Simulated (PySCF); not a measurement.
Point-charge models of `C#C[C@@H]1C=NC[C@H]1F` against its computed dipole.

Coordinates (GFN2-xTB, Å) and charges (e) from the PBE0/pcSseg-1 density (PySCF):

| atom | x | y | z | Mulliken | IAO | Hirshfeld | ESP-fitted |
| --- | --- | --- | --- | --- | --- | --- | --- |
| C1 | 2.515 | -0.111 | 1.641 | -0.3759 | -0.2398 | -0.1140 | -0.3430 |
| C2 | 1.669 | 0.018 | 0.804 | +0.3029 | -0.0336 | -0.0424 | -0.2540 |
| C3 | 0.614 | 0.177 | -0.174 | -0.3172 | -0.1899 | -0.0267 | +0.4250 |
| C4 | -0.208 | 1.421 | 0.102 | +0.1503 | +0.0216 | +0.0474 | +0.1919 |
| N5 | -1.425 | 1.235 | 0.348 | -0.3759 | -0.2591 | -0.1571 | -0.5366 |
| C6 | -1.751 | -0.164 | 0.292 | -0.0032 | -0.1852 | -0.0350 | +0.1203 |
| C7 | -0.462 | -0.925 | -0.102 | +0.1876 | +0.1683 | +0.0715 | +0.1505 |
| F8 | -0.620 | -1.524 | -1.333 | -0.3312 | -0.3235 | -0.1166 | -0.2859 |
| H9 | 3.272 | -0.227 | 2.357 | +0.0443 | +0.2045 | +0.0941 | +0.2932 |
| H10 | 1.049 | 0.215 | -1.179 | +0.1864 | +0.1895 | +0.0630 | -0.0090 |
| H11 | 0.226 | 2.406 | 0.100 | +0.1188 | +0.1627 | +0.0617 | +0.0568 |
| H12 | -2.140 | -0.474 | 1.263 | +0.1404 | +0.1612 | +0.0547 | +0.0634 |
| H13 | -2.533 | -0.321 | -0.456 | +0.1473 | +0.1717 | +0.0536 | +0.0773 |
| H14 | -0.205 | -1.727 | 0.597 | +0.1255 | +0.1516 | +0.0457 | +0.0501 |

Question: Form Σ q r in debye for every column and set it beside the full dipole.

Answer: The full density gives (1.11, -0.38, 0.84) D, 1.44 D in size; dipole vectors point from the negative to the positive end.

| scheme | μx | μy | μz | size (D) | share of the full size (%) | angle to the full dipole (°) |
| --- | --- | --- | --- | --- | --- | --- |
| Mulliken | -1.62 | 0.27 | 0.34 | 1.68 | 117 | 132 |
| IAO | 0.62 | 0.30 | 1.80 | 1.93 | 134 | 41 |
| Hirshfeld | 0.32 | 0.08 | 0.47 | 0.57 | 40 | 29 |
| ESP-fitted | 1.04 | -0.38 | 0.84 | 1.39 | 97 | 2 |

Question: Which set comes closest?

Answer: Length of the difference vector: ESP-fitted 0.06 D, Hirshfeld 0.98 D, IAO 1.27 D, Mulliken 2.85 D. Closest: ESP-fitted. ESP charges are fitted to the potential around the molecule, whose slowest-falling term is the dipole's. 

Question: What is left for the Hirshfeld atoms' own dipoles?

Answer: The shares of the density sum to the whole, so what Σ q r misses lies in dipoles about the nuclei. The atomic dipoles sum to (1.11, -0.38, 0.84) − (0.32, 0.08, 0.47) = (0.79, -0.46, 0.37) D, 0.98 D in size.

Question: With the origin at the mean of the coordinates, (0.000, 0.000, 0.304) Å, which are the largest single terms, by size, of the IAO dipole along the direction of the full one?

Answer: H9 +3.70, C1 -3.16, H13 -1.90, N5 +1.73, F8 +1.60 D; all 14 atoms together +1.45 D. The single terms depend on the origin, their sum doesn't.

Question: Give the size of the full dipole in other units.

Answer: 1.44 D = 0.566 au = 0.300 e·Å = 4.80 × 10⁻³⁰ C·m.

Geometry: GFN2-xTB; no solvent, vibrations or thermal averaging.
